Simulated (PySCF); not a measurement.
## C₆ coefficients of unlike pairs at PBE0

Calculated with PySCF 2.14 from the dipole response of each species, C₆(A,B) = (3/π) ∫ α_A(iu) α_B(iu) du, in atomic units, from isotropic polarisabilities. For ions this is the dispersion term alone; charge-induced terms of lower order in 1/R come first.

| species | configuration | basis | relativity | α (bohr³) | C₆ (like pair) |
| --- | --- | --- | --- | --- | --- |
| Ru⁺ | [Kr] 4d7 (4F) | aug-cc-pVTZ-PP with ECP28MDF (6s6p5d3f2g) | core potential | 15.25 | 97.22 |
| Li⁺ | 1s2 (1S) | aug-cc-pCVTZ-DK (7s6p4d2f) | spin-free X2C | 0.1797 | 0.06971 |
| Br | [Ar] 3d10 4s2 4p5 (2P) | aug-cc-pV5Z-PP with ECP10MDF (8s7p6d4f3g2h) | core potential | 21.59 | 174.0 |
| O³⁺ | [He] 2s2 2p1 (2P) | aug-cc-pCVTZ-DK with one added diffuse shell each of s, p, d, f type (8s7p5d3f) | spin-free X2C | 1.353 | 1.264 |

(1) Estimate C₆ for O³⁺ with Ru⁺.

No spin-orbit coupling is included.

The other pairs:

```tsv
pair	C₆
Li⁺, Ru⁺	2.148
Br, Ru⁺	128.7
O³⁺, Br	14.15
Br, Li⁺	2.589
O³⁺, Li⁺	0.2673
```

Results:

(1) The integral gives 10.92. The combination rule 2 C_A C_B / (C_A α_B/α_A + C_B α_A/α_B) gives 10.75 and the geometric mean 11.09.
